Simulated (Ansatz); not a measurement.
Isolated molecules relaxed with PBE0-D4/def2-TZVP in Ansatz; ΔE leaves out vibrations. CCSD(T)/CBS adds triple-zeta CCSD(T) − MP2 to the extrapolated MP2 energy (def2 sets, frozen cores). This one scheme is used for every species. Functionals use def2-TZVPP. B3LYP here is the variant with VWN-RPA as its local correlation; programs differ in this. HSE06 is defined as in plane-wave codes. Each species was taken in one conformer, which may not be the lowest.

`NB[SiH2]Cl` + CH₄ → `C[SiH2]BN` + HCl  (formal exchange of groups at the Si–Cl bond)

```tsv
level	ΔE (kcal/mol)	difference from CCSD(T)/CBS
LDA (SPW92)	23.3	-2.1
revPBE-D4	24.6	-0.8
BLYP-D4	25.8	0.4
r2SCAN-D4	26.0	0.6
B97M-V	26.2	0.8
PBE0-D4	25.2	-0.2
B3LYP-D4	26.1	0.7
r2SCANh-D4	26.0	0.6
r2SCAN0-D4	26.1	0.7
HSE06-D4	25.2	-0.2
BHLYP-D4	27.0	1.6
CAM-B3LYP-D4	25.7	0.3
ωB97X-V	25.5	0.1
ωB97M-V	25.5	0.1
B2PLYP	26.2	0.8
PBE-QIDH	25.6	0.2
PBE	24.9	-0.5
revPBE	25.2	-0.2
r2SCAN	26.0	0.6
B3LYP	26.3	0.9
r2SCANh	26.1	0.7
r2SCAN0	26.1	0.7
HSE06	25.3	-0.1
BHLYP	27.0	1.6
CAM-B3LYP	25.9	0.5
LC-ωPBE	24.9	-0.5
RPA@PBE/def2-TZVPP	23.8	-1.6
HF/def2-SVP	27.8	2.4
MP2/def2-SVP	25.0	-0.4
CCSD(T)/def2-SVP	24.3	-1.1
HF/def2-TZVPP	28.3	2.9
MP2/def2-TZVPP	25.7	0.3
CCSD/def2-TZVPP	24.7	-0.7
CCSD(T)/def2-TZVPP	24.5	-0.9
HF/def2-QZVPP	28.3	2.9
MP2/def2-QZVPP	26.2	0.8
SCS-MP2/def2-QZVPP	26.3	0.9
HF/CBS(def2)	28.3	2.9
MP2/CBS(def2)	26.6	1.2
CCSD/CBS(def2)	25.6	0.2
CCSD(T)/CBS	25.4	0
```

Largest T1 diagnostic among the species: 0.012.

Leaving LDA and LC-ωPBE aside and taking each functional with its dispersion term where it has one, the values spread over 2.4 kcal/mol, from revPBE-D4 to BHLYP-D4. LDA lies −1.6 kcal/mol from PBE without D4. From BLYP to BHLYP (50 % exact exchange), in def2-TZVPP and without D4, ΔE moves by +0.9 kcal/mol.
